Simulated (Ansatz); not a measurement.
Relaxation of CH$_{7}$PSSi (11 atoms, charge 0, multiplicity 1), to a largest force component of 0.02 eV/Å in at most 50 steps.

Computed with RKS PBE0/def2-SVP in Ansatz 0.2.0.

```xyz
11
Properties=species:S:1:pos:R:3
C -0.519 1.321 -0.208
Si -0.468 -0.454 0.045
P 1.417 -0.961 1.024
S -0.428 -1.451 -1.843
H 0.261 1.727 -0.855
H -0.537 1.926 0.728
H -1.474 1.644 -0.719
H -1.545 -0.929 0.874
H 1.403 0.037 2.096
H 2.302 -0.219 0.209
H -0.347 -2.698 -1.331
```

Task: Where does it end, and by what steps?

Result: It converged. The force dipped under the threshold on the way, but the program's further checks kept it going. After 9 steps the energy has fallen by 0.303 eV; H9 moved furthest, 0.17 Å.

```csv
step,energy less start (eV),largest force component (eV/Å),accepted
0,0.0000,2.599,yes
1,-0.2407,1.090,yes
2,-0.2962,0.396,yes
3,-0.3005,0.116,yes
4,-0.3002,0.259,no
5,-0.3019,0.028,yes
6,-0.3028,0.015,yes
7,-0.3029,0.024,yes
8,-0.3025,0.034,no
9,-0.3030,0.003,yes
```

```xyz
11
Properties=species:S:1:pos:R:3
C -0.578 1.397 -0.277
Si -0.408 -0.437 0.070
P 1.526 -1.060 1.076
S -0.511 -1.414 -1.850
H 0.234 1.749 -0.931
H -0.539 1.968 0.664
H -1.540 1.610 -0.770
H -1.514 -0.901 0.966
H 1.384 -0.125 2.150
H 2.328 -0.183 0.283
H -0.317 -2.659 -1.362
```

Run time: 32 s on 2 threads of Arm Neoverse V1 (shared host), peak memory 0.22 GiB.
